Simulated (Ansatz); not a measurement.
Cost and result for the atomization energy of `B[SiH2]C#N` (8 atoms, 7 bonds).

```xyz
8

B     0.997    1.005   -0.545
Si   -0.046   -0.654   -0.110
C    -1.454   -0.325    1.048
N    -2.322   -0.091    1.769
H     0.727    2.076   -0.099
H     1.930    0.906   -1.285
H     0.812   -1.669    0.556
H    -0.644   -1.248   -1.334
```

The species carries charge 0 and has multiplicity 1. The geometry is a stationary point of PBE0-D4/def2-TZVP. Program: Ansatz. All runs use 2 threads of an Arm Neoverse N1 on a shared host. Times are those of one run each, without the atoms' runs, and a repeat can differ threefold. Electronic energies, without spin–orbit coupling; frozen cores. CCSD(T)/CBS adds CCSD(T) − MP2 in def2-TZVPP to the MP2 limit, and its time is that of the two runs behind it. T1 = 0.013. B3LYP takes the VWN-RPA correlation (the form of Gaussian; ORCA's B3LYP/G).

CCSD(T)/CBS is a level of theory with its own doubt, some kJ/mol a heavy atom from the limit and from the frozen cores, so smaller differences don't rank the functionals.

```json
{"level": "LDA (SPW92)/def2-TZVPP", "functions": "191", "wall time": "1.8 s", "atomization (kJ/mol)": "3286.5", "difference from CCSD(T)/CBS": "380.6", "per bond": "54.4"}
{"level": "revPBE-D4/def2-TZVPP", "functions": "191", "wall time": "3 s", "atomization (kJ/mol)": "2906.8", "difference from CCSD(T)/CBS": "0.9", "per bond": "0.1"}
{"level": "CCSD(T)/def2-SVP", "functions": "80", "wall time": "3.2 s", "atomization (kJ/mol)": "2744.5", "difference from CCSD(T)/CBS": "-161.4", "per bond": "-23.1"}
{"level": "BLYP-D4/def2-TZVPP", "functions": "191", "wall time": "3.5 s", "atomization (kJ/mol)": "2938.2", "difference from CCSD(T)/CBS": "32.3", "per bond": "4.6"}
{"level": "BHLYP-D4/def2-TZVPP", "functions": "191", "wall time": "3.9 s", "atomization (kJ/mol)": "2842.1", "difference from CCSD(T)/CBS": "-63.8", "per bond": "-9.1"}
{"level": "CAM-B3LYP-D4/def2-TZVPP", "functions": "191", "wall time": "4.7 s", "atomization (kJ/mol)": "2934.3", "difference from CCSD(T)/CBS": "28.4", "per bond": "4.1"}
{"level": "B3LYP-D4/def2-TZVPP (with forces)", "functions": "191", "wall time": "6 s", "atomization (kJ/mol)": "2931.5", "difference from CCSD(T)/CBS": "25.6", "per bond": "3.7"}
{"level": "r2SCAN-D4/def2-TZVPP (with forces)", "functions": "191", "wall time": "7.5 s", "atomization (kJ/mol)": "2913.4", "difference from CCSD(T)/CBS": "7.5", "per bond": "1.1"}
{"level": "PBE-QIDH/def2-TZVPP", "functions": "191", "wall time": "8 s", "atomization (kJ/mol)": "2888.7", "difference from CCSD(T)/CBS": "-17.2", "per bond": "-2.5"}
{"level": "ωB97M-V/def2-TZVPP (with forces)", "functions": "191", "wall time": "17 s", "atomization (kJ/mol)": "2929.1", "difference from CCSD(T)/CBS": "23.2", "per bond": "3.3"}
{"level": "MP2/def2-QZVPP", "functions": "361", "wall time": "25 s", "atomization (kJ/mol)": "2929.0", "difference from CCSD(T)/CBS": "23.1", "per bond": "3.3"}
{"level": "CCSD(T)/def2-TZVPP", "functions": "191", "wall time": "69 s", "atomization (kJ/mol)": "2828.4", "difference from CCSD(T)/CBS": "-77.5", "per bond": "-11.1"}
{"level": "CCSD(T)/CBS(def2)", "functions": "–", "wall time": "94 s", "atomization (kJ/mol)": "2905.9", "difference from CCSD(T)/CBS": "0.0", "per bond": "0.0"}
```

The D4 term adds +22.0 kJ/mol with B3LYP and +11.5 kJ/mol with PBE0; it sums over pairs of atoms, weighted by their polarisabilities, and B3LYP, whose exchange is more repulsive, gets the larger term. At CCSD(T), def2-SVP lies −161.5 kJ/mol from the extrapolated value and def2-TZVPP −77.5 kJ/mol: correlation converges slowly with the basis, and small sets miss more of it in the bonded molecule than in its fragments. From r2SCAN to r2SCAN0 (25 % exact exchange), in def2-TZVPP and without D4, the atomization energy moves by −56.3 kJ/mol: exact exchange takes away binding that semilocal exchange gives to molecules.
